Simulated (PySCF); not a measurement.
Spinor energies of Pr²⁶⁺ (praseodymium, charge +26)

Start: [Ar] 3d10 4s2 4p3; 4p1/2 filled at m_j = -1/2, +1/2; 4p3/2 filled at m_j = +3/2. Calculated with PySCF 2.14 in an uncontracted even-tempered set (17 s from 2.1 bohr⁻², ratio 2.8; 13 p from 2.7 bohr⁻², ratio 2.8; 8 d from 4.8 bohr⁻², ratio 2.8; 4 f from 14 bohr⁻², ratio 3): generalised Hartree-Fock with the X2C-1e Hamiltonian and a Gaussian nucleus; one run each with spin-orbit coupling (SO) switched off, then screened by Boettger's factors.

| spinor shell | electrons | ε, spin-free (eV) | ε, screened SO (eV) | weight of nominal j (screened SO) | rms radius, screened SO (bohr) |
| --- | --- | --- | --- | --- | --- |
| 1s1/2 | 2 | -43054.5 | -43046.9 | 1.000 | 0.0275 |
| 2s1/2 | 2 | -7747.3 | -7744.1 | 1.000 | 0.111 |
| 2p1/2 | 2 | -7016.6 | -7355.1 | 1.000 | 0.0957 |
| 2p3/2 | 4 | -7016.6 | -6866.2 | 1.000 | 0.102 |
| 3s1/2 | 2 | -2340.6 | -2338.8 | 1.000 | 0.286 |
| 3p1/2 | 2 | -2102.6 | -2173.6 | 1.000 | 0.278 |
| 3p3/2 | 4 | -2102.6 | -2069.3 | 1.000 | 0.290 |
| 3d3/2 | 4 | -1775.2 | -1787.2 | 0.999 | 0.261 |
| 3d5/2 | 6 | -1775.2 | -1764.7 | 0.999 | 0.264 |
| 4s1/2 | 2 | -1008.4 | -1007.7 | 1.000 | 0.614 |
| 4p1/2 | 2 | -929.93 | -943.51 | 0.992 | 0.621 |
| 4p3/2 | 1 | -929.93 | -916.88 | 1.000 | 0.642 |

```
   quantity    spin-free  screened SO
E (hartree)  -8905.17732  -8910.19115
        M_J          3/2          3/2
       ⟨J²⟩        3.750        3.752
       ⟨L²⟩        0.000        2.169
       ⟨S²⟩        3.750        1.726
```

Each row is a mean over spinors that exchange with the open shell spreads, by up to 12.292 eV (4s1/2).

Breit and QED terms are absent; they matter most for the inner s and p1/2 levels.

Densities and radii are taken from the X2C orbitals without a picture-change correction, which distorts them close to the nucleus.

Without spin-orbit coupling the j labels of p, d and f shells carry no meaning; the spin-free column gives the mean over the occupied spinors of each nl shell.
